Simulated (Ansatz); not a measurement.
Species: GeF3, net charge 1, singlet state. 
Coordinates optimised at B3LYP-D3(BJ)/def2-TZVP (Ansatz, a first-principles code):
```
Ge
F 1 1.6588
F 1 1.6588 2 120.00
F 1 1.6588 2 120.00 3 180.00
```
Charge +1, spin multiplicity 1.

Parts of the frozen-core correlation energy in STO-3G (Ansatz, hartree). Frozen orbitals: 17; correlated occupied orbitals by spin: 12 and 12; virtual: 4 and 4. Spin-orbit coupling is left out. Non-relativistic.

```
term                             value
-------------------------  -----------
reference (HF)             -2345.65102
MP2 opposite-spin                    ?
MP2 same-spin                        ?
CCSD correlation              -0.12523
(T)                                  ?
FCI minus CCSD(T)             -0.00289
T1 diagnostic                    0.023
largest doubles amplitude        0.061
```

**Question.** What belongs in the gaps?

**Answer.** 
- MP2 opposite-spin, value: -0.08395
- MP2 same-spin, value: -0.02410
- (T), value: -0.01543
